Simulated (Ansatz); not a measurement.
Input for Ansatz (a quantum-chemistry and plane-wave program): R-B3LYP/def2-TZVPP on BiBrH2 (SMILES [Br][BiH2]), atoms moved off the minimum. Elements past Kr take the def2 small-core potentials; no spin–orbit coupling.

Ansatz 0.2 input:
```yaml
crystal:
  periodic: [false, false, false]
  atoms:
    - {symbol: Bi, position_ang: [-0.43434020, -0.47633800, 0.38046036]}
    - {symbol: H, position_ang: [-1.91281378, -0.20161679, -0.60091942]}
    - {symbol: H, position_ang: [-0.01156945, -1.90436323, -0.65568411]}
    - {symbol: Br, position_ang: [1.11342923, 1.23647527, -0.90214647]}
basis:
  gaussian:
    orbitals: def2-TZVPP
hamiltonian:
  xc: {name: B3LYP}
scf: {lower_state_search: off}
output: {forces: true}
```

Output:

```
WARN ansatz: RAYON_NUM_THREADS=1 ignored (pool sized by the plan → 1); use --threads N
Functional definition: B3LYP
these checks for a lower state are left out or cut short: stability, starts, cluster_reference, orbital_swaps, neighbouring_geometries, increment
integrals: 0.05 GiB planned
936 factors; their error is unknown
mean field: 0.46 GiB planned
mean field evaluation 1: about -75921.8922 eV, gradient 1.5e1 eV
mean field evaluation 2: about -75921.2852 eV, gradient 2.2e1 eV
mean field evaluation 4: about -75922.7072 eV, gradient 1.1e0 eV
mean field evaluation 8: about -75923.1114 eV, gradient 1.2e-1 eV
mean field evaluation 16: about -75923.1115 eV, gradient 4.1e-5 eV
mean field -75923.11147613 eV, -2790.1228842146 hartree, gradient 2.2e-6 eV, S^2 0.000000; 0 other end points of the search recorded, 0 dependent functions left out
the calculation of the forces begins
reference -75923.11170279 eV, -2790.1228925439 hartree; 30, 30 occupied and 96, 96 virtual orbitals, 936 factors
Total energy: -75923.11170279 eV, -2790.1228925439 hartree
Atom 0 at    -0.434340    -0.476338     0.380460 Å, force     0.114306    -0.152429     0.089346 eV/Å
Atom 1 at    -1.912814    -0.201617    -0.600919 Å, force    -0.026731     0.053420    -0.106772 eV/Å
Atom 2 at    -0.011569    -1.904363    -0.655684 Å, force    -0.025146     0.135669     0.046641 eV/Å
Atom 3 at     1.113429     1.236475    -0.902146 Å, force    -0.062430    -0.036660    -0.029215 eV/Å
Dipole moment:    -0.331618    -0.361390     0.475025 e Å
Checks for a lower state left out: stability, starts, cluster_reference, orbital_swaps, neighbouring_geometries, increment
```

The calculation finished and met its thresholds.

Cost: very roughly 2.6 core-seconds.
